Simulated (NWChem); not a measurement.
# Spin states of H2F2Ge

SMILES: [F][GeH2][F]
```xyz
5

Ge     0.0000     0.0000     0.3372
F     -1.3897     0.0000    -0.7235
F      1.3897     0.0000    -0.7235
H      0.0000    -1.3321     1.1174
H      0.0000     1.3321     1.1174
```
Charge 0, spin multiplicity 1.

The numbers come from NWChem runs, not from measurements. The geometry was optimised at PBE/def2-SVP, a minimum by its harmonic frequencies.

Basis set: def2-SVP. The gap is E(triplet) − E(singlet) at the geometry of the singlet, so a negative value puts the higher spin lower. Open shells are unrestricted, coupled cluster uses restricted open-shell references, and the singlet is the closed-shell solution. The triplet is the single determinant that the SCF runs reached, with unpaired electrons in orbitals of symmetry a1 and b2 (C2v labels); it need not be the lowest triplet, which in molecules with degenerate π orbitals can need several determinants.

| method | vertical singlet-triplet gap (kcal/mol) | relative cost | remark | difference from CCSD(T) |
|---|---|---|---|---|
| B3LYP | 175.5 | 1 | - | -18.9 |
| HF | 198.9 | under 3 | - | +4.6 |
| B2PLYP | 185.5 | under 3 | - | -8.9 |
| MP2 | 198.0 | under 3 | - | +3.7 |
| PBE | 164.2 | under 3 | - | -30.1 |
| TPSS | 167.8 | 4 | - | -26.5 |
| LC-wPBE (omega 0.3 per bohr) | 181.8 | 6 | - | -12.5 |
| CCSD(T) | 194.3 | 10 | large amplitudes | 0.0 |
| CR-CCSD(T) | 195.3 | 20 | large amplitudes | +1.0 |

The values span 34.8 kcal/mol, from PBE (lowest) to HF (highest). Relative cost: rough, from shared machines, SCF included, B3LYP = 1.

The Hamiltonian is non-relativistic. The correlated methods keep 11 core orbitals frozen. B3LYP has NWChem's definition, with VWN1-RPA local correlation. GW and range-separated runs recompute their integrals, the others keep them in memory, which bears on the times. The structure started from a generated list of species. No SCF solution was tested for a lower state. Open-shell Hartree-Fock references start from PBE0 orbitals; any time given for them includes that run. Coupled-cluster values serve here as a point of comparison, not as the truth.
